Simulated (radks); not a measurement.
Results of a calculation; reference values are marked as such.
The titanium ion Ti3+, configuration [Ar] 3d1 (the NIST ground configuration). Level of theory: scalar-relativistic Kohn-Sham, r2SCAN, spin-unpolarised, spherical densities, finite nucleus; meta-GGA in the generalised Kohn-Sham scheme; Fermi nuclear charge, rms radius 3.5921 fm (a radial shooting solver on a logarithmic mesh with Libxc functionals).

Local quantities along the radius. ELF = 1/(1 + alpha^2) is the electron localisation function; alpha = (tau - tau_W)/tau_unif compares the Pauli kinetic energy density with that of the uniform gas; -r V(r) is the screened charge that the Kohn-Sham potential presents (atomic units); s = |grad rho|/(2 (3 pi^2)^(1/3) rho^(4/3)) is the reduced gradient; r v_xc is r times the local exchange-correlation potential (hartree bohr, multiplicative part alone). tau is taken from the large components.

| r (bohr) | ELF | alpha | -r V(r) | s | r v_xc |
|---|---|---|---|---|---|
| 0.003701 | 1.000 | 0.01495 | 21.78 | 0.4414 | -0.1132 |
| 0.004705 | 1.000 | 0.01567 | 21.71 | 0.4356 | -0.1331 |
| 0.006029 | 1.000 | 0.01679 | 21.61 | 0.4340 | -0.1586 |
| 0.007665 | 1.000 | 0.01839 | 21.50 | 0.4368 | -0.1887 |
| 0.009744 | 1.000 | 0.02075 | 21.35 | 0.4440 | -0.2250 |
| 0.01239 | 0.999 | 0.02427 | 21.16 | 0.4562 | -0.2678 |
| 0.01575 | 0.999 | 0.02970 | 20.93 | 0.4745 | -0.3173 |
| 0.02002 | 0.999 | 0.03846 | 20.63 | 0.5005 | -0.3733 |
| 0.02565 | 0.997 | 0.05415 | 20.26 | 0.5376 | -0.4365 |
| 0.03261 | 0.993 | 0.08248 | 19.81 | 0.5864 | -0.5012 |
| 0.04146 | 0.981 | 0.1397 | 19.28 | 0.6502 | -0.5687 |
| 0.0527 | 0.934 | 0.2654 | 18.66 | 0.7269 | -0.6397 |
| 0.067 | 0.766 | 0.5525 | 17.89 | 0.7949 | -0.6629 |
| 0.08517 | 0.443 | 1.121 | 16.84 | 0.7813 | -0.5250 |
| 0.1091 | 0.266 | 1.661 | 15.85 | 0.5820 | -0.5980 |
| 0.1387 | 0.358 | 1.338 | 14.76 | 0.3471 | -0.6881 |
| 0.1764 | 0.633 | 0.7622 | 13.68 | 0.2990 | -0.9099 |
| 0.2242 | 0.811 | 0.4823 | 12.40 | 0.4012 | -0.9895 |
| 0.285 | 0.844 | 0.4296 | 11.13 | 0.5852 | -1.045 |
| 0.3624 | 0.687 | 0.6748 | 9.835 | 0.8391 | -0.9775 |
| 0.4606 | 0.205 | 1.969 | 8.387 | 0.9397 | -0.6883 |
| 0.5903 | 0.160 | 2.291 | 7.184 | 0.3699 | -0.6915 |
| 0.7504 | 0.642 | 0.7471 | 6.411 | 0.2400 | -1.092 |
| 0.954 | 0.847 | 0.4245 | 5.419 | 0.4662 | -1.131 |
| 1.213 | 0.825 | 0.4605 | 4.692 | 0.7868 | -1.125 |
| 1.542 | 0.635 | 0.7578 | 4.123 | 1.307 | -0.9337 |
| 1.96 | 0.224 | 1.859 | 3.469 | 2.304 | -0.4223 |
| 2.511 | 0.020 | 6.970 | 3.333 | 4.425 | -0.3246 |
| 3.193 | 0.001 | 28.52 | 3.204 | 8.812 | -0.2032 |
| 4.059 | 0.000 | 115.0 | 3.098 | 19.98 | -0.09740 |

On this mesh the ELF has minima near r = 0.11, 0.52 bohr, which separate the shells, and maxima near 0.29 (0.84), 1.1 (0.85).

Self-consistent cycle (total energy in hartree, residual of the potential): 1: -849.976174, 5e+00; 2: -851.323170, 3e+00; 3: -852.004841, 3e-01; 4: -852.008482, 8e-02; 5: -852.009910, 3e-03; 6: -852.009904, 1e-03; 7: -852.009903, 1e-04; 8: -852.009903, 6e-05; 9: -852.009903, 3e-05; 10: -852.009903, 4e-06; 11: -852.009903, 8e-07.
